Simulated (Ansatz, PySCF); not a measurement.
Ga2H4, SMILES [GaH2][GaH2-], charge -1, multiplicity 2. Atoms are numbered in the order given.

```xyz
6

Ga     0.0044     0.0145     1.1976
Ga     0.0103    -0.0068    -1.1771
H      1.3218     0.0203     2.1158
H     -1.3175     0.0249     2.1092
H      1.3322    -0.0173    -2.0887
H     -1.3071    -0.0125    -2.0953
```
Charge -1, spin multiplicity 2.

Geometry: TPSSh-D3(BJ)/def2-SVPD.

Two levels are set side by side: PBE-D3(BJ)/def2-SVPD (Ansatz, a program for electronic structure) and TPSSh-D3(BJ)/def2-SVPD (PySCF). Each level has its own optimised geometry; the coordinates shown are those of the second. Frequencies come from the Hessian of PySCF at each geometry. Differences are taken from unrounded values.

```tsv
quantity	TPSSh-D3(BJ)	PBE-D3(BJ)	PBE-D3(BJ) minus TPSSh-D3(BJ)
mean bond length (Å)	1.760	1.771	0.012
bond Ga1–Ga2 (Å)	2.375	2.393	0.018
bond Ga1–H3 (Å)	1.606	1.616	0.010
bond Ga1–H4 (Å)	1.606	1.616	0.010
bond Ga2–H5 (Å)	1.606	1.616	0.010
bond Ga2–H6 (Å)	1.606	1.616	0.010
highest harmonic wavenumber (cm⁻¹)	1818	1757	-61
mean harmonic wavenumber (cm⁻¹)	892	859	-32
zero-point energy (kcal/mol)	15.30	14.74	-0.56
```

Exact exchange shortens and stiffens bonds; PBE has none. Differences between two approximate levels are no errors against the true value.
